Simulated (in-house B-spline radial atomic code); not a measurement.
Values are calculated unless marked as measured or tabulated.
## From levels and matrix elements to observables: Cs

One electron outside the [Kr] 4d10 5s2 5p6 core, from a B-spline radial code for spherical atoms: Brueckner orbitals with a screened correlation potential on Dirac-Hartree-Fock, Breit and QED terms for the lowest states, dipole elements in length form with static core polarisation. The core's own polarisability, by RPA, is 15.81 bohr³.

```csv
state,removal energy (cm⁻¹),size of the reduced dipole element to 6s1/2 (a.u.)
6s1/2,31545,-
7s1/2,12885,-
6p1/2,20284,4.503
6p3/2,19720,6.337
7p1/2,9655,0.2605
7p3/2,9472,0.5537
```

Use R = 109737.3 cm⁻¹, 1 hartree = 219474.6 cm⁻¹, c = 137.036 and 1 a.u. of rate = 4.1341e16 s⁻¹.

**Question.** Find the quantum defects of the two s states and predict 8s1/2.

**Answer.** With n* = √(R/E): 6s1/2 has n* = 1.8651, δ = 4.1349; 7s1/2 has n* = 2.9183, δ = 4.0817. Ritz's form δ = δ0 + b/n*² gives b = 0.313, δ0 = 4.0449, so with n* ≈ 8 − 4.0817, δ = 4.0653 and E = R × 1²/(8 − 4.0653)² = 7088 cm⁻¹. The program finds 7090 cm⁻¹.

**Question.** What are the wavelength, oscillator strength and rate of 6s1/2–6p3/2?

**Answer.** ΔE = 11825 cm⁻¹ = 0.05388 hartree, λ = 845.67 nm in vacuum. f = (2/3) ΔE D²/(2j + 1 of the lower state) = (2/3) × 0.05388 × 6.337²/2 = 0.7212. A = (4/3) ΔE³ D²/(c³ (2j' + 1)) = 8.1357e-10 a.u. = 3.363e+07 s⁻¹, a partial lifetime of 29.73 ns.

**Question.** Estimate the static polarisability of 6s1/2.

**Answer.** Each p state adds (2/3) D²/(2 ΔE): 6p1/2 131.7, 6p3/2 248.4, 7p1/2 0.2268, 7p3/2 1.016. With the core the sum is 397.2 bohr³. The program's sum over the whole spectrum, Pauli blocking of the core included, is 397.4; the recommended value is 400.9 (Schwerdtfeger and Nagle, table of static dipole polarizabilities (2023 update)).
